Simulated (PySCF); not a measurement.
C₄H₅NS₂, SMILES Cc1ncsc1S.

Geometry: r2SCAN-D4/def2-SVP. Other conformers were not sampled.

Computed with B3LYP/def2-TZVP (PySCF).

The molecule is in vacuum.

### Question
Estimate the frontier levels, gap, dipole moment and polarisability. (The exact figures need the calculation; the answer reports its results.)

### Answer

* **highest occupied level**: -6.79 eV
* **lowest empty level**: -1.38 eV
* **orbital gap**: 5.41 eV
* **dipole moment**: 0.99 D
* **quadrupole, principal values (traceless, Buckingham form, about the centre of nuclear charge)**: -7.69, 0.91, 6.78 D·Å
* **mean static polarisability**: 88.7 bohr³ (13.14 Å³)
* **polarisability, principal values**: 57.6, 99.5, 108.9 bohr³
